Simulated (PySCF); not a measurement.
**NMR problem set**

Computational details: GFN2-xTB structure, spin–spin couplings from B3LYP/pcJ-1 (spin–dipole term left out of most H,H and C,H couplings), NMR shieldings at PBE0/pcSseg-1/GIAO, in PySCF (averaged over atoms made equivalent by symmetry, fast rotation or ring inversion, one computed conformer, gas phase, non-relativistic Hamiltonian).

Chemical shifts δ = σref − σ; ¹H, ¹³C against TMS, all at this level. Multiplet labels drop J under 1 Hz and among equivalent protons, and merge close values. Unscaled 3J(H,H) run several per cent high. Splittings of carbon signals by F and P are missing where no couplings were computed. Where no couplings were computed, multiplicities follow the n + 1 count of equivalent neighbours, and m marks all less simple cases (inequivalent or close neighbours, rings, F or P nearby). Shifts are as computed. Against solution values, carbons near 30 ppm lie about +3 ppm off and those near 130 ppm about +5 ppm. Of 1211 compounds with measured shifts, 218 miss one by over three times the rms of a fit or turn the order of signals round; such compounds aren't used in these exercises.

Q: C₆H₁₁OP. ¹H NMR (600 MHz, computed): δ 1.84 (m, 2H), 1.80 (m, 1H), 1.69 (m, 2H), 1.49 (m, 2H), 1.47 (m, 2H), 1.13 (m, 2H). ¹³C{¹H} NMR (computed): δ 31.3, 31.1, 29.8, 22.8. What is it?

A: SMILES O=[P@]12CC[C@H](CC1)C2. 4 carbon signals for 6 carbons: some carbons are equivalent by symmetry or fast rotation. Carbon types of the structure: 1 × CH, 5 × CH2, which accounts for all hydrogens. δC 31.3: sp3 CH2 in a ring; saturated and bonded to C and H only. δC 31.1, 22.8: sp3 CH2 bonded to P. δC 29.8: sp3 CH in a ring; a saturated carbon with 3 carbon neighbours and no heteroatom attached. δH 1.84, 1.69: hydrogen on an sp3 CH2 in a ring.

This is the structure that produced the data.

Q: C₄H₉N. ¹H NMR (300 MHz, computed): δ 7.75 (qt, J = 6.0, 3.6 Hz, 1H), 3.38 (qdq, J = 7.6, 3.6, 2.0 Hz, 2H), 1.80 (dt, J = 6.0, 2.0 Hz, 3H), 1.49 (t, J = 7.6 Hz, 3H). ¹³C{¹H} NMR (computed): δ 164.5 (CH), 46.7 (CH2), 20.5 (CH3), 19.1 (CH3). What is it?

A: SMILES C/C=N\CC. The formula gives 1 degree of unsaturation (no ring in the answer). 4 carbon signals for 4 carbons: no two carbons are equivalent. Carbon types of the structure: 1 × CH, 1 × CH2, 2 × CH3, which accounts for all hydrogens. δC 164.5: C=N carbon. δC 46.7: sp3 CH2 bonded to N; the inductive effect lowers its shielding. δC 20.5, 19.1: methyl carbon; aliphatic region, no heteroatom directly attached. δH 3.38: hydrogen on an sp3 CH2 bonded to N; its carbon carries N, an electronegative neighbour. The protons at 3.38 and 1.49 share a coupling of 7.6 Hz (vicinal). The protons at 1.80 and 7.75 share a coupling of 6.0 Hz (vicinal).

The shifts were computed for this structure.
